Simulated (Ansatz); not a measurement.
Job for Ansatz (a program for electronic structure): R-wB97M-V/def2-TZVPP on H2 (SMILES [H][H]).

Ansatz 0.2 input:
```yaml
crystal:
  periodic: [false, false, false]
  atoms:
    - {symbol: H, position_ang: [0.00000000, -0.00000000, 0.38043305]}
    - {symbol: H, position_ang: [-0.00000000, 0.00000000, -0.38043305]}
basis:
  gaussian:
    orbitals: def2-TZVPP
hamiltonian:
  xc: {name: wB97M-V}
scf: {lower_state_search: off}
```

It printed:

```
WARN ansatz: RAYON_NUM_THREADS=4 ignored (pool sized by the plan → 4); use --threads N
Functional definition: wB97M-V
these checks for a lower state are left out or cut short: stability, starts, cluster_reference, orbital_swaps, neighbouring_geometries, increment
integrals: 0.00 GiB planned
118 factors; their error is unknown
integrals: 0.04 GiB planned
42 factors; integrals over basis functions are off by at most 3.0e-5 eV
mean field: 0.07 GiB planned
mean field evaluation 1: about -31.5617 eV, gradient 3.5e0 eV
mean field evaluation 2: about -31.5864 eV, gradient 2.6e-1 eV
mean field evaluation 4: about -31.5948 eV, gradient 3.2e-1 eV
mean field evaluation 8: about -31.5943 eV, gradient 1.3e-4 eV
mean field -31.59431924 eV, -1.1610698166 hartree, gradient 4.8e-6 eV, S^2 0.000000; 0 other end points of the search recorded, 0 dependent functions left out
reference -31.59434357 eV, -1.1610707107 hartree; 1, 1 occupied and 27, 27 virtual orbitals, 118 factors
Total energy: -31.59434357 eV, -1.1610707107 hartree
Checks for a lower state left out: stability, starts, cluster_reference, orbital_swaps, neighbouring_geometries, increment
```

The calculation finished and met its thresholds.

Cost: roughly 0.23 core-seconds.
